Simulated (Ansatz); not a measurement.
Relaxation of AsGeH₅ (7 atoms, charge 0, multiplicity 1), to a largest force component of 0.015 eV/Å in at most 40 steps.

The calculation used Ansatz, RHF/def2-SVP.

```xyz
7
Properties=species:S:1:pos:R:3
Ge -0.351 -0.664 -0.484
As 0.667 1.443 0.086
H -0.545 -1.512 0.751
H -1.742 -0.317 -1.055
H 0.443 -1.357 -1.592
H -0.226 1.632 1.355
H 1.816 0.706 0.894
```

Question: Where does it end, and by what steps?

Answer: It converged. After 4 steps the energy has fallen by 0.117 eV; H3 moved furthest, 0.10 Å.

```
step  energy less start (eV)  largest force component (eV/Å)  accepted
   0                  0.0000                           1.522       yes
   1                 -0.0617                           0.440       yes
   2                 -0.1164                           0.067       yes
   3                 -0.1170                           0.018       yes
   4                 -0.1170                           0.011       yes
```

```xyz
7
Properties=species:S:1:pos:R:3
Ge -0.397 -0.663 -0.488
As 0.697 1.437 0.124
H -0.566 -1.604 0.711
H -1.776 -0.334 -1.073
H 0.455 -1.354 -1.560
H -0.164 1.675 1.342
H 1.812 0.775 0.899
```

Whether the end is a true minimum wasn't checked by a vibrational analysis.

Run time: 13 s on 1 thread of Arm Neoverse V1 (shared host), peak memory 0.18 GiB.
